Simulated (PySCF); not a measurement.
Ga(H)(Cl)(OMe) (CH₄ClGaO), SMILES [O]([GaH][Cl])C. The structure is a stationary point at PBE0-D3(BJ)/def2-SVP. The structure was generated by enumeration; whether it is a known compound was not checked. Other conformers were not sampled.

Computed equilibrium geometry at PBE0-D3(BJ)/def2-SVP (PySCF confirms it by a frequency run) as Cartesian coordinates in Å, and its point group (one conformer of several):
point group Cs.
```xyz
8

Ga    -0.4658    -0.0563     0.0000
H     -2.0055     0.1377     0.0000
Cl     0.4723    -1.9758     0.0000
O      0.6927     1.2834     0.0000
C      0.3477     2.6385     0.0000
H      0.7665     3.1397    -0.8904
H      0.7665     3.1397     0.8904
H     -0.7450     2.8209     0.0000
```
